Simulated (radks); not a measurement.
Values are calculated unless marked as measured or tabulated.
Species: Yb I. Configuration: [Kr] 4d10 4f14 5s2 5p5.5 6s2 5d0.5 (fractional occupations, a model configuration). Level of theory: Dirac Kohn-Sham, exchange-only PBE, spin-unpolarised, spherical densities, point nucleus; open shells fill j = l - 1/2 first (a radial shooting solver on a logarithmic mesh with Libxc functionals).

Normalised radial functions P(r) = r R(r) (large component), r in bohr:

```
   r/bohr * 5p1/2, o 5d3/2 (the largest magnitude, 0.917, reaches the edge; | marks zero, & curves that meet)
 0.003727                             o*
 0.005173                             o*
 0.007182                             o*
  0.00997                             o *
  0.01384                             o  *
  0.01921                             o    *
  0.02667                             o     *
  0.03702                             |o     *
  0.05139                             | o   *
  0.07192                             | *o
  0.09984                        *    |   o
   0.1386                   *         |   o
   0.1924                      *      | o
   0.2671                           o |    *
   0.3708                       o     |             *
   0.5147                        o    |       *
   0.7145                 *           |o
   0.9918  *                          |       o
    1.388  *                          |             o
    1.927             *               |               o
    2.675                       *     |              o
    3.713                            *|           o
    5.154                             *        o
    7.155                             *    o
    9.932                             *  o
    13.79                             *o
    19.14                             &
```

5p1/2: eigenvalue -32.487 eV, 3 radial nodes at r = 0.0796, 0.236, 0.596 bohr, <r> = 1.36 bohr, 90 % of the charge inside 2.01 bohr. 5d3/2: eigenvalue -0.805 eV, 2 radial nodes at r = 0.226, 0.694 bohr, <r> = 3.50 bohr, 90 % of the charge inside 6.31 bohr.
